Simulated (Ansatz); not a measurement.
`C=C(F)S[SiH3]` → `C=C(F)S` + `[SiH2]`  (silylene loss)

Gas-phase electronic energies from Ansatz, PBE0-D4/def2-TZVP geometries. CBS: MP2 limit from def2 TZ/QZ plus the TZ coupled-cluster correction, frozen cores. This one scheme is used for every species. Functionals use def2-TZVPP. B3LYP here is the variant with VWN-RPA as its local correlation; programs differ in this. One conformer a species, not always the lowest.

```
             level  ΔE (kJ/mol)  difference from CCSD(T)/CBS
            PBE-D4        299.5                          3.6
         r2SCAN-D4        316.2                         20.3
          B3LYP-D4        290.3                         -5.6
           ωB97X-V        304.7                          8.8
            B2PLYP        289.6                         -6.3
               PBE        290.8                         -5.1
    MP2/def2-TZVPP        310.9                         15.0
SCS-MP2/def2-TZVPP        297.0                          1.1
    MP2/def2-QZVPP        316.0                         20.1
SCS-MP2/def2-QZVPP        302.4                          6.5
       CCSD(T)/CBS        295.9                            0
```

Largest T1 diagnostic among the species: 0.014.

In def2-TZVPP, CCSD(T) changes the Hartree–Fock value by +13.0 kJ/mol (the triples alone add +5.7 kJ/mol) and MP2 by +36.7 kJ/mol. The D4 term adds +14.2 kJ/mol with B3LYP and +7.7 kJ/mol with PBE0; it sums over pairs of atoms, weighted by their polarisabilities, and B3LYP, whose exchange is more repulsive, gets the larger term. From PBE to PBE0 (25 % exact exchange), in def2-TZVPP and without D4, ΔE moves by +9.2 kJ/mol.
